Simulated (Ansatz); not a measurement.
Geometry optimisation, RKS B3LYP-D4/6-31G* (Ansatz 0.2.0).

Input:

```yaml
crystal:
  periodic: [false, false, false]
  atoms:
    - { symbol: Si, position_ang: [-0.026457, 0.023733, 0.096092] }
    - { symbol: Si, position_ang: [-0.119813, 0.156607, 2.346819] }
    - { symbol: H, position_ang: [-1.477804, -0.159166, 2.870625] }
    - { symbol: H, position_ang: [0.799794, -0.846891, 2.994913] }
    - { symbol: H, position_ang: [0.305449, 1.486112, 2.861808] }
    - { symbol: Si, position_ang: [2.185457, 0.085257, -0.699601] }
    - { symbol: H, position_ang: [2.687992, -1.262424, -1.074625] }
    - { symbol: H, position_ang: [2.231471, 0.949441, -1.912561] }
    - { symbol: H, position_ang: [3.111908, 0.66892, 0.31174] }
    - { symbol: Si, position_ang: [-1.12197, 1.957571, -0.721917] }
    - { symbol: H, position_ang: [-2.56793, 1.685866, -0.967054] }
    - { symbol: H, position_ang: [-1.028109, 3.100292, 0.232851] }
    - { symbol: H, position_ang: [-0.512542, 2.387106, -2.01275] }
    - { symbol: Si, position_ang: [-1.172275, -1.855587, -0.732679] }
    - { symbol: H, position_ang: [-1.813444, -2.635483, 0.362949] }
    - { symbol: H, position_ang: [-2.248822, -1.406782, -1.658477] }
    - { symbol: H, position_ang: [-0.26164, -2.749366, -1.494987] }
    - { symbol: F, position_ang: [1.14587, -2.35984, 1.000509] }
    - { symbol: H, position_ang: [1.137965, -2.147865, 1.910844] }
basis:
  gaussian: { orbitals: "6-31G*" }
hamiltonian:
  xc: b3lyp
  dispersion: d4
relax:
  f_tol: 0.03
  max_steps: 50
```

Command:

```bash
$ ansatz run input.yaml --threads 4 --pin off --max-ram 5120MiB --backend cpu --events-out ev --progress --plain --runs-dir out
```

**Question.** Where does it end, and by what steps?

**Answer.** The run converged. The force dipped under the threshold on the way, but the program's further checks kept it going. After 15 steps the energy has fallen by 0.223 eV; H8 moved furthest, 0.93 Å.

```
step  energy less start (eV)  largest force component (eV/Å)  accepted
   0                  0.0000                           1.198       yes
   1                 -0.1116                           0.796       yes
   2                 -0.1013                           0.692        no
   3                 -0.1448                           0.221       yes
   4                 -0.1625                           0.118       yes
   5                 -0.1741                           0.189       yes
   6                 -0.1831                           0.266       yes
   7                 -0.1945                           0.244       yes
   8                 -0.2141                           0.020       yes
   9                 -0.2147                           0.286       yes
  10                 -0.2107                           0.818        no
  11                 -0.2215                           0.040       yes
  12                 -0.2221                           0.030       yes
  13                 -0.2225                           0.047       yes
  14                 -0.2224                           0.038        no
  15                 -0.2227                           0.006       yes
```

```xyz
19
Properties=species:S:1:pos:R:3
Si -0.084 0.102 0.018
Si -0.229 0.209 2.356
H -1.630 0.165 2.856
H 0.467 -0.991 2.935
H 0.452 1.404 2.924
Si 2.200 0.145 -0.554
H 2.537 -0.943 -1.507
H 2.534 1.450 -1.193
H 3.050 0.014 0.661
Si -1.178 1.963 -0.899
H -2.625 1.954 -0.546
H -0.580 3.231 -0.394
H -1.059 1.949 -2.384
Si -1.141 -1.884 -0.676
H -1.496 -2.730 0.497
H -2.410 -1.555 -1.387
H -0.277 -2.663 -1.598
F 1.483 -2.543 0.882
H 1.242 -2.198 1.725
```

Whether the end is a true minimum wasn't checked by a vibrational analysis.

Time of the run: 43 s on 4 threads of Intel(R) Xeon(R) 6975P-C (Granite Rapids) (shared host), peak memory 0.43 GiB.
